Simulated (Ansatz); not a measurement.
Species: sum formula SiNH4, net charge -1, singlet state. 
Structure (B3LYP-D3(BJ)/def2-TZVP (Ansatz, an electronic-structure program) minimum search):
```
Si
N 1 1.6576
H 2 1.0176 1 114.88
H 1 1.5100 2 110.38 3 -180.00
H 1 1.5371 4 101.50 2 129.61
H 1 1.5371 4 101.50 5 100.79
```
Charge -1, spin multiplicity 1.

Basis-set convergence of Hartree-Fock and CCSD(T) correlation energies (hartree) with Ansatz. Cores are frozen in the correlated levels unless marked. No spin-orbit coupling. Non-relativistic.

```json
[
 {"basis": "def2-SVPD", "functions": "76", "E(HF)": "-345.55220", "E(corr, CCSD(T))": "-0.35397"},
 {"basis": "def2-TZVPPD", "functions": "153", "E(HF)": "[?]", "E(corr, CCSD(T))": "[?]"}
]
```

**Question.** What belongs in the gaps?

**Answer.** 
- def2-TZVPPD, E(HF): -345.72271
- def2-TZVPPD, E(corr, CCSD(T)): -0.41205
